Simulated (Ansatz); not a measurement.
Geometry optimisation, RKS PBE0-D4/def2-SVP in Ansatz.

Input file:

```yaml
crystal:
  periodic: [false, false, false]
  atoms:
    - { symbol: B, position_ang: [1.75358, -1.98462, 1.11431] }
    - { symbol: C, position_ang: [0.76492, -1.37225, 0.46109] }
    - { symbol: O, position_ang: [-0.18869, -0.51431, 0.4318] }
    - { symbol: Sb, position_ang: [-0.0651, 1.43758, -0.29764] }
    - { symbol: H, position_ang: [-0.56739, 0.91112, -1.84644] }
    - { symbol: H, position_ang: [-1.69732, 1.52248, 0.13688] }
basis:
  gaussian: { orbitals: def2-SVP }
hamiltonian:
  xc: pbe0
  dispersion: d4
relax:
  f_tol: 0.015
  max_steps: 40
```

Run as:

```bash
$ ansatz run input.yaml --threads 1 --pin off --max-ram 2048MiB --backend cpu --events-out ev --progress --plain --runs-dir out
```

Question: Where does it end, and by what steps?

Answer: The run converged. The force dipped under the threshold on the way, but the program's further checks kept it going. After 18 steps the energy has fallen by 0.488 eV; B1 moved furthest, 0.32 Å.

```
step  energy less start (eV)  largest force component (eV/Å)  accepted
   0                  0.0000                           5.236       yes
   1                 -0.3223                           2.518       yes
   2                 -0.4487                           0.479       yes
   3                 -0.4705                           0.359       yes
   4                 -0.4764                           0.188       yes
   5                 -0.4809                           0.081       yes
   6                 -0.4747                           0.375        no
   7                 -0.4840                           0.057       yes
   8                 -0.4856                           0.046       yes
   9                 -0.4860                           0.022       yes
  10                 -0.4862                           0.054       yes
  11                 -0.4865                           0.111       yes
  12                 -0.4871                           0.099       yes
  13                 -0.4873                           0.045       yes
  14                 -0.4877                           0.025       yes
  15                 -0.4878                           0.018       yes
  16                 -0.4879                           0.011       yes
  17                 -0.4879                           0.019       yes
  18                 -0.4879                           0.008       yes
```

```xyz
6
Properties=species:S:1:pos:R:3
B 1.916 -2.096 0.865
C 0.653 -1.377 0.495
O -0.189 -0.527 0.711
Sb -0.155 1.555 -0.253
H -0.370 0.789 -1.772
H -1.855 1.655 -0.046
```

Whether the end is a true minimum wasn't checked by a vibrational analysis.

Time of the run: 78 s on 1 thread of Arm Neoverse V2 (shared host), peak memory 0.18 GiB.
